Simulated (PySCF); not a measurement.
Potential energy curve for H2 (cation, charge +1), doublet.

Levels of theory: UHF/cc-pVQZ (PySCF); ROKS-B3LYP = restricted open-shell B3LYP/cc-pVQZ (PySCF); UCCSD(T) = CCSD(T) on UHF/cc-pVQZ run with PySCF.

Energies relative to the lowest point of each curve near equilibrium, in eV:

| R / Å | UHF | ROKS-B3LYP |
|---|---|---|
| 0.81 | 0.472 | 0.599 |
| 0.94 | 0.083 | 0.152 |
| 0.99 | 0.025 | 0.071 |
| 1.05 | 0.000 | 0.017 |
| 1.10 | 0.008 | 0.001 |
| 1.18 | 0.062 | 0.014 |
| 1.22 | 0.104 | 0.035 |
| 1.27 | 0.165 | 0.070 |
| 1.37 | 0.312 | 0.162 |
| 1.81 | 1.071 | 0.663 |
| 2.94 | 2.368 | 1.294 |
| 4.41 | 2.746 | 1.225 |

Q: Estimate the UCCSD(T) values at these points.

A: 0.81: 0.472; 0.94: 0.083; 0.99: 0.025; 1.05: 0.000; 1.10: 0.008; 1.18: 0.062; 1.22: 0.104; 1.27: 0.165; 1.37: 0.312; 1.81: 1.071; 2.94: 2.368; 4.41: 2.746 (eV).

At the longest distance ROKS-B3LYP leaves fractional charges on the fragments, a sign of delocalisation error or of the restricted form.
